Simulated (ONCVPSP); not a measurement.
Cd (Z = 48), ONCV: configuration errors across variants

| Quantity | Value |
| --- | --- |
| Element | cadmium (Cd) |
| Generator | ONCVPSP 4.0.1 |
| Type | optimised norm-conserving Vanderbilt (ONCV) |
| Functional | LDA (Perdew-Wang 92) |
| Relativity | scalar-relativistic |
| Frozen core | [Ar] 3d10 4s2 |
| Valence charge | 18 |
| Reference configuration | 4p6 4d10 5s2 |
| Partial waves | 5s: rc 2.50 bohr, ncon 4, nbas 8, qcut 2.2 1/bohr, 1 projector; 4p: rc 1.15 bohr, ncon 4, nbas 7, qcut 9.9 1/bohr, 2 projectors, debl 1.9 Ha; 4d: rc 1.80 bohr, ncon 5, nbas 9, qcut 10 1/bohr, 1 projector |
| Local potential | polynomial inside 1.10 bohr (lpopt 5, dvloc0 1 Ha) |
| Core correction | Teter function, fcfact 5.75, rcfact 1.4 |

In the p channel the program set the typed energies aside and used -2.462, 0.250 Ha.

All-electron excitation energies from the reference (eV): (1) 4p6 4d10 5s1 9.622; (2) 4p6 4d10 5s0 27.136; (3) 4p6 4d9 5s0 65.397; (4) 4p6 4d10 5s0 5p2 9.912.

A true bound ghost makes a file unfit for plane-wave use even where its test errors are small: the radial tests pick states by their node count and pass the ghost by.

Errors AE − PS in meV (a dash: test not solved or not reliable):

```json
{"change": "base", "(1)": "-3.0", "(2)": "-32", "(3)": "-82", "(4)": "-25", "bound ghosts": "s", "GHOST(+) flags above zero": "none"}
{"change": "p: qcut 7.3", "(1)": "-2.9", "(2)": "-32", "(3)": "-82", "(4)": "-25", "bound ghosts": "s", "GHOST(+) flags above zero": "none"}
{"change": "p: qcut 8.2", "(1)": "-2.9", "(2)": "-32", "(3)": "-82", "(4)": "-25", "bound ghosts": "s", "GHOST(+) flags above zero": "none"}
{"change": "p: qcut 9", "(1)": "-3.0", "(2)": "-32", "(3)": "-82", "(4)": "-25", "bound ghosts": "s", "GHOST(+) flags above zero": "none"}
{"change": "p: qcut 10.3", "(1)": "-3.0", "(2)": "-32", "(3)": "-82", "(4)": "-25", "bound ghosts": "s", "GHOST(+) flags above zero": "none"}
{"change": "p: qcut 11.2", "(1)": "-3.0", "(2)": "-32", "(3)": "-82", "(4)": "-25", "bound ghosts": "s", "GHOST(+) flags above zero": "none"}
{"change": "p: qcut 12.6", "(1)": "-3.0", "(2)": "-32", "(3)": "-82", "(4)": "-25", "bound ghosts": "s", "GHOST(+) flags above zero": "none"}
{"change": "p: qcut 13.4", "(1)": "-2.9", "(2)": "-32", "(3)": "-82", "(4)": "-25", "bound ghosts": "s", "GHOST(+) flags above zero": "none"}
{"change": "p: qcut 15", "(1)": "-3.0", "(2)": "-32", "(3)": "-82", "(4)": "-24", "bound ghosts": "s", "GHOST(+) flags above zero": "none"}
```

**Question.** Give the same row for: p: qcut 6.

**Answer.** -2.9, -32, -82, -25; bound ghosts: s; GHOST(+) flags above zero: none.
